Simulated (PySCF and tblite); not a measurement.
Values are calculated unless marked as measured or tabulated.
C6H8O2, numbered as in [CH2:1]=[CH:2][O:3][CH2:4][C:5](=[O:6])[CH:7]=[CH2:8].

Conformers came from 200 starts (ETKDG and KDG, MMFF94s, GFN2-xTB); geometries are GFN2-xTB. Energies: PBE0-D3(BJ)/pcSseg-1, with GFN2-xTB thermal terms (plain harmonic). Symmetry numbers and mirror images are counted. Conformers within 2.5 kcal/mol (GFN2-xTB free energy) were kept, 8 at most. Codes: tblite and PySCF.

Rotational constants are equilibrium values for the commonest isotopes; dipoles come from the energy level named.

Torsions listed: C1–C2–O3–C4, C2–O3–C4–C5, O3–C4–C5–O6, O6–C5–C7–C8. Of a mirror pair one member is shown.

```
conformer                     shape   symmetry  weight %
        1      1°, -178°, -163°, 4°  C1 (pair)      59.1
        2       -4°, 68°, -155°, 8°  C1 (pair)      31.4
        3     174°, -70°, 155°, -6°  C1 (pair)       5.9
        4    -3°, 66°, -149°, -155°  C1 (pair)       2.3
        5     -2°, 180°, 141°, 159°  C1 (pair)       0.9
        6  -173°, 66°, -144°, -162°  C1 (pair)       0.4
```

Sets of constants, in random order:

| set | A (MHz) | B (MHz) | C (MHz) | abs μa (D) | abs μb (D) | abs μc (D) |
| --- | --- | --- | --- | --- | --- | --- |
| P | 5242 | 1045 | 882 | 0.97 | 1.76 | 0.47 |
| Q | 2686 | 1804 | 1468 | 0.81 | 2.30 | 0.18 |
| R | 3361 | 1329 | 1074 | 0.56 | 1.24 | 0.43 |
| S | 3094 | 1510 | 1359 | 0.57 | 1.55 | 1.06 |
| T | 3064 | 1493 | 1225 | 0.95 | 1.50 | 0.64 |
| U | 3681 | 1294 | 1017 | 1.47 | 2.28 | 0.85 |

Q: Match each set to its conformer.

A: P is conformer 1, Q is conformer 4, R is conformer 3, S is conformer 2, T is conformer 6, U is conformer 5.


Conformer gaps in pcSseg-1 on xTB geometries can be 2 kcal/mol off for S=O, P=O and other polar bonds.